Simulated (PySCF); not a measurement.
# Core binding energy against partial charge

C6H9N3.
Atom-mapped SMILES: `[CH2:1]=[CH:2][CH2:3][n:4]1[cH:5][c:6]([CH3:7])[n:8][n:9]1`

Structure used (PBE0-D3(BJ)/def2-SVP), in Å, numbered top down from 1:
```xyz
18
C6H9N3 angstrom
C     -3.190    0.727    0.287
C     -2.247    0.505   -0.628
C     -1.453   -0.759   -0.724
N     -0.027   -0.513   -0.668
C      0.683    0.146    0.278
C      1.991    0.061   -0.161
C      3.248    0.597    0.427
N      1.982   -0.636   -1.329
N      0.773   -0.975   -1.625
H     -3.759    1.660    0.305
H     -3.436   -0.021    1.047
H     -2.014    1.270   -1.378
H     -1.613   -1.258   -1.692
H     -1.741   -1.464    0.072
H      0.216    0.607    1.144
H      3.310    1.693    0.328
H      4.104    0.162   -0.106
H      3.339    0.352    1.495
```

Binding energies: PySCF 2.14.0, delta-SCF UKS SCAN, pcX-2 on the ionised atom, pcseg-1 elsewhere, spin-free X2C. Charges: PBE0/pcSseg-1 ground-state density, for the ionised atom.

```
atom                          environment  C 1s (eV)  Mulliken (e)  IAO (e)  Hirshfeld (e)  ESP (e)
  C1                 terminal =CH2 carbon     290.73        -0.152   -0.302         -0.090   -0.547
  C7                 benzylic-type carbon     290.90        -0.168   -0.428         -0.116   -0.557
  C6          substituted aromatic carbon     290.95        -0.067   +0.053         +0.013   +0.619
  C2                     alkene CH carbon     291.11        -0.273   -0.143         -0.039   +0.003
  C5  aromatic CH next to a ring nitrogen     291.16        +0.147   -0.152         -0.038   -0.675
  C3         sp3 carbon bound to nitrogen     292.39        +0.109   -0.162         -0.010   -0.075
```

**Question.** Give the correlation coefficient and slope of binding energy on charge for each scheme.

**Answer.** Mulliken: r = 0.58, slope 2.1 eV per e; Hirshfeld: r = 0.48, slope 5.9 eV per e; IAO: r = 0.19, slope 0.7 eV per e; ESP: r = 0.15, slope 0.2 eV per e. Mulliken charges have the highest r, on only 6 points.

**Question.** The point-charge model writes a binding energy as kq + V + constant, with V the potential of the other atoms' charges at the site. What does it give with the Hirshfeld charges?

**Answer.** V = Σ 14.40 eV Å × q/r over all other atoms: +1.50 eV at C1, +1.36 eV at C7, -1.63 eV at C6, +0.67 eV at C2, +0.39 eV at C5, +0.87 eV at C3. Fitting binding energy − V to q gives k = 24.3 eV per e and leaves an rms residual of 0.37 eV, against 0.48 eV for the fit on q alone. The model has no term for differences in relaxation between sites.

Geometry: PBE0-D3(BJ)/def2-SVP, one conformer, isolated molecule.
